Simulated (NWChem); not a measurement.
System: C$_{7}$H$_{7}$, doublet; SMILES C12C=CC(C=C2)[CH]1

Input file for NWChem:

```
start job
memory heap 200 mb stack 900 mb global 1100 mb
geometry units angstroms noautosym nocenter noautoz
  C     -1.346245     0.073761     0.000000
  C     -0.312955    -0.009977     1.126683
  C      0.537892     1.202745     0.670451
  C      0.537892     1.202745    -0.670451
  C     -0.312955    -0.009977    -1.126683
  C      0.411626    -1.292279    -0.668393
  C      0.411626    -1.292279     0.668393
  H     -2.145831     0.815589     0.000000
  H     -0.659544     0.010901     2.161120
  H      1.043096     1.893002     1.338013
  H      1.043096     1.893002    -1.338013
  H     -0.659544     0.010901    -2.161120
  H      0.867110    -2.012172    -1.339130
  H      0.867110    -2.012172     1.339130
end
basis spherical
  * library 6-31g*
end
dft
  odft
  mult 2
  xc hfexch
  iterations 150
  mulliken
end
task dft energy
esp
  recalculate
  probe 0.07
  range 0.3
  factor 1.0
  spacing 0.02
end
task esp
```

Output (shortened):

```
             Northwest Computational Chemistry Package (NWChem) 7.3.0
             --------------------------------------------------------

                             Geometry "geometry" -> ""
                             -------------------------

 Output coordinates in angstroms (scale by  1.889725989 to convert to a.u.)

  No.       Tag          Charge          X              Y              Z
 ---- ---------------- ---------- -------------- -------------- --------------
    1 C                    6.0000    -1.34624500     0.07376100     0.00000000
    2 C                    6.0000    -0.31295500    -0.00997700     1.12668300
    3 C                    6.0000     0.53789200     1.20274500     0.67045100
    4 C                    6.0000     0.53789200     1.20274500    -0.67045100
    5 C                    6.0000    -0.31295500    -0.00997700    -1.12668300
    6 C                    6.0000     0.41162600    -1.29227900    -0.66839300
    7 C                    6.0000     0.41162600    -1.29227900     0.66839300
    8 H                    1.0000    -2.14583100     0.81558900     0.00000000
    9 H                    1.0000    -0.65954400     0.01090100     2.16112000
   10 H                    1.0000     1.04309600     1.89300200     1.33801300
   11 H                    1.0000     1.04309600     1.89300200    -1.33801300
   12 H                    1.0000    -0.65954400     0.01090100    -2.16112000
   13 H                    1.0000     0.86711000    -2.01217200    -1.33913000
   14 H                    1.0000     0.86711000    -2.01217200     1.33913000

 Effective nuclear repulsion energy (a.u.)     276.3024405594

  xc_inp: hfexch multiplicative factor not found.

                                 NWChem DFT Module
                                 -----------------

 Summary of "ao basis" -> "ao basis" (spherical)
 ------------------------------------------------------------------------------
       Tag                 Description            Shells   Functions and Types
 ---------------- ------------------------------  ------  ---------------------
 C                           6-31g*                  6       14   3s2p1d
 H                           6-31g*                  2        2   2s

            General Information
            -------------------
          SCF calculation type: DFT
          Wavefunction type:  spin polarized.
          No. of atoms     :    14
          No. of electrons :    49
           Alpha electrons :    25
            Beta electrons :    24
          Charge           :     0
          Spin multiplicity:     2
          Use of symmetry is: off; symmetry adaption is: off
          Maximum number of iterations: 150
          AO basis - number of functions:   112
                     number of shells:    56
          Convergence on energy requested:  1.00D-06
          Convergence on density requested:  1.00D-05
          Convergence on gradient requested:  5.00D-04

              XC Information
              --------------
                     Hartree-Fock (Exact) Exchange  1.000

      Superposition of Atomic Density Guess
      -------------------------------------

 Sum of atomic energies:        -267.10940681

      Non-variational initial energy
      ------------------------------

 Total energy =    -271.895624
 1-e energy   =    -905.814440
 2-e energy   =     357.616375
 HOMO         =      -0.108703
 LUMO         =       0.000985

     ---------------------------------------------
      Total Density - Mulliken Population Analysis
     ---------------------------------------------

    Atom       Charge   Shell Charges
 -----------   ------   -------------------------------------------------------
    1 C    6     6.23   2.00  0.74  1.77  0.69  0.99  0.03
    2 C    6     6.29   2.00  0.70  1.88  0.66  1.01  0.05
    3 C    6     6.16   2.00  0.74  1.87  0.56  0.94  0.04
    4 C    6     6.16   2.00  0.74  1.87  0.56  0.94  0.04
    5 C    6     6.29   2.00  0.70  1.88  0.66  1.01  0.05
    6 C    6     6.19   2.00  0.74  1.91  0.56  0.95  0.04
    7 C    6     6.19   2.00  0.74  1.91  0.56  0.95  0.04
    8 H    1     0.80   0.47  0.34
    9 H    1     0.79   0.47  0.31
   10 H    1     0.78   0.46  0.32
   11 H    1     0.78   0.46  0.32
   12 H    1     0.79   0.47  0.31
   13 H    1     0.78   0.46  0.31
   14 H    1     0.78   0.46  0.31

     --------------------------------------------
      Spin Density - Mulliken Population Analysis
     --------------------------------------------

    Atom       Charge   Shell Charges
 -----------   ------   -------------------------------------------------------
    1 C    6     0.73   0.00  0.01  0.38  0.03  0.31 -0.00
    2 C    6     0.01   0.00  0.00  0.01 -0.00  0.00  0.00
    3 C    6     0.09   0.00  0.00  0.05  0.00  0.03  0.00
    4 C    6     0.09   0.00  0.00  0.05  0.00  0.03  0.00
    5 C    6     0.01   0.00  0.00  0.01 -0.00  0.00  0.00
    6 C    6     0.02   0.00  0.00  0.01 -0.00  0.00  0.00
    7 C    6     0.02   0.00  0.00  0.01 -0.00  0.00  0.00
    8 H    1     0.02   0.01  0.01
    9 H    1     0.00   0.00  0.00
   10 H    1     0.01   0.00  0.00
   11 H    1     0.01   0.00  0.00
   12 H    1     0.00   0.00  0.00
   13 H    1     0.00   0.00  0.00
   14 H    1     0.00   0.00  0.00

   convergence    iter        energy       DeltaE   RMS-Dens  Diis-err
 ---------------- ----- ----------------- --------- --------- ---------
 d= 0,ls=0.0,diis     1   -268.9140431557 -5.45D+02  3.02D-03  9.78D-02
                                                     2.99D-03  1.12D-01
 d= 0,ls=0.0,diis     2   -269.0012680178 -8.72D-02  1.57D-03  1.01D-02
                                                     1.33D-03  9.86D-03
 d= 0,ls=0.0,diis     3   -269.0120633863 -1.08D-02  2.95D-04  8.75D-04
                                                     3.57D-04  1.95D-03
 d= 0,ls=0.0,diis     4   -269.0134988883 -1.44D-03  2.54D-04  1.85D-04
                                                     2.38D-04  2.32D-04
 d= 0,ls=0.0,diis     5   -269.0139295716 -4.31D-04  9.62D-05  3.07D-05
                                                     1.06D-04  4.13D-05
  Resetting Diis
 d= 0,ls=0.0,diis     6   -269.0140029302 -7.34D-05  4.89D-05  6.33D-06
                                                     5.19D-05  9.15D-06
 d= 0,ls=0.0,diis     7   -269.0140170320 -1.41D-05  1.12D-05  1.34D-06
                                                     1.12D-05  1.13D-06
 d= 0,ls=0.0,diis     8   -269.0140186868 -1.65D-06  8.56D-06  3.88D-07
                                                     1.01D-05  6.27D-07
 d= 0,ls=0.0,diis     9   -269.0140195559 -8.69D-07  1.02D-05  2.32D-07
                                                     9.64D-06  1.46D-07
 d= 0,ls=0.0,diis    10   -269.0140199601 -4.04D-07  3.06D-06  1.39D-08
                                                     2.47D-06  1.60D-08

         Total DFT energy =     -269.014019960069
      One electron energy =     -910.489795180567
           Coulomb energy =      403.985722609825
    Exchange-Corr. energy =      -38.812387948774
 Nuclear repulsion energy =      276.302440559448

 Numeric. integr. density =        0.000000000000

                    DFT Final Alpha Molecular Orbital Analysis
                    ------------------------------------------

[...]

                     NWChem Electrostatic Potential Fit Module
                     -----------------------------------------

 Atom parameters

 Number of atoms is                                   14
 Number of basis functions is                        112

 Grid parameters

 Maximum number of grid points is                  48148
 Number of grid points is                          48147
 Grid range                                     0.300000 nm
 Grid spacing                                   0.020000 nm
 Probe radius                                   0.070000 nm
 Atom radius factor                             1.000000

 Atomic radii

    1    0.100000
    6    0.147000
 FASTESP  F
  using M.O. file = ./job.movecs

    Atom              Coordinates                           Charge

                                                  ESP

    1 C    -0.134625    0.007376    0.000000   -0.377792
    2 C    -0.031296   -0.000998    0.112668    0.371198
    3 C     0.053789    0.120275    0.067045   -0.225252
    4 C     0.053789    0.120275   -0.067045   -0.227704
    5 C    -0.031296   -0.000998   -0.112668    0.368267
    6 C     0.041163   -0.129228   -0.066839   -0.245952
    7 C     0.041163   -0.129228    0.066839   -0.245270
    8 H    -0.214583    0.081559    0.000000    0.123468
    9 H    -0.065954    0.001090    0.216112   -0.023262
   10 H     0.104310    0.189300    0.133801    0.119637
   11 H     0.104310    0.189300   -0.133801    0.121505
   12 H    -0.065954    0.001090   -0.216112   -0.022260
   13 H     0.086711   -0.201217   -0.133913    0.132540
   14 H     0.086711   -0.201217    0.133913    0.130876
                                            ------------
                                               -0.000000

 Dipole moment                                  0.210956

 Quadrupole moment Qxx                         -4.883242
                   Qyy                         -1.144073
                   Qzz                          6.027315

 RMS deviation kJ/mol                           0.053539

 RRMS %                                        47.246094
```

Level: UHF/6-31G* (spherical d). In the optimisation the excess spin sits in a' (Cs, its own frame). The geometry was optimised at B3LYP/6-31G* (spherical d), spin-unrestricted. No stability test was run on the SCF state.
